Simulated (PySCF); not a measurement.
Excitations are Tamm–Dancoff values on a coarser integration grid. The basis has no diffuse functions, so Rydberg states are missing or too high.

Cartesian coordinates (Å):
SMILES: C=[SiH]Cl
```xyz
6

C     -0.7283    -0.2831     0.6066
Si     0.4805     0.3194    -0.4068
Cl     1.7973    -0.8505    -1.4165
H     -1.3938     0.4086     1.1109
H     -0.8887    -1.3372     0.7916
H      0.7331     1.7428    -0.6859
```
Charge 0, multiplicity 1.

Question: What is the computed S1–T1 gap (TDA), S1 excitation (TDA) and brightest of the four lowest singlets (TDA) (PBE-D3(BJ)/def2-TZVP // PBE0-D3(BJ)/def2-TZVP in PySCF 2.14.0)?

Answer: 
```yaml
S1–T1 gap (TDA): 1.99 eV
S1 excitation (TDA): 4.90 eV
brightest of the four lowest singlets (TDA): 5.52 eV
```
